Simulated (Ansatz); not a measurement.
```yaml
atoms:
  - { symbol: P, position_ang: [0.0000, 0.0000, -0.7380] }
  - { symbol: O, position_ang: [0.0000, 0.0000, 0.7380] }
```

Basis set: cc-pVTZ on O; cc-pV(T+d)Z on P (spherical functions). Left uncorrelated: 6 orbitals. Correlation on ROHF uses semicanonical orbitals with singles. Charge 0, multiplicity 2.

Computed with Ansatz (development build ahead of 0.2.0); the reference of a correlated method needn't be the lowest determinant of its kind.

(1) Give the atomization energy at this shape (free ground-state atoms in the same class of orbitals less the molecule, no zero-point energy) of doublet PO by ROHF-CCSD(T), UHF-BCCD(T).

## Answers

(1)

```csv
method,atomization energy
ROHF-CCSD(T),553.5 kJ/mol
UHF-BCCD(T),553.1 kJ/mol
```

Caution: the reference determinant was not shown to be the lowest.
